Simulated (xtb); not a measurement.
Li(Me) (CH₃Li), SMILES [Li][CH3]. All values are semi-empirical tight-binding results from xtb (GFN2-xTB unless named), good for trends rather than for accurate numbers. Coordinates come from a GFN2-xTB optimisation. The isomer is the one that the SMILES or the coordinates give; other isomers of the formula were not compared.

Optimised geometry:

Bonds (Å): Li1–C2 1.916, C2–H3 1.095, C2–H4 1.095, C2–H5 1.095. Bond angles (°): Li1–C2–H3 113.4, Li1–C2–H4 113.4, Li1–C2–H5 113.4, H3–C2–H4 105.2, H3–C2–H5 105.2, H4–C2–H5 105.2.
Charge 0, spin multiplicity 1.

For metal compounds this method's bond lengths and energies can be far off.

Task: Estimate the properties. (Estimate from the structure and the level; the computed values follow.)

Result: 
The point group as xtb finds it comes out as C3v and the orbital gap comes out as 3.21 eV. The zero-point energy is 20.3 kcal/mol and the G − E(el) at 298.15 K (modified RRHO) comes out as 6.9 kcal/mol.

Computed IR lines (harmonic; lines under 4 % of the strongest left out, lines within 3 cm⁻¹ merged):
ν (cm⁻¹): 303 (vs), 546 (m), 2903 (s) (against the strongest line: vs over 80 %, s over 45 %, m over 15 %, w over 4 %, vw less)

Task: Give the atomic charges and the Wiberg bond orders between heavy atoms. (Estimate from the structure and the level; the computed values follow.)

Result: charges (e) Li1 0.36, C2 -0.33, H3 -0.01, H4 -0.01, H5 -0.01. Bond orders Li1–C2 0.89.
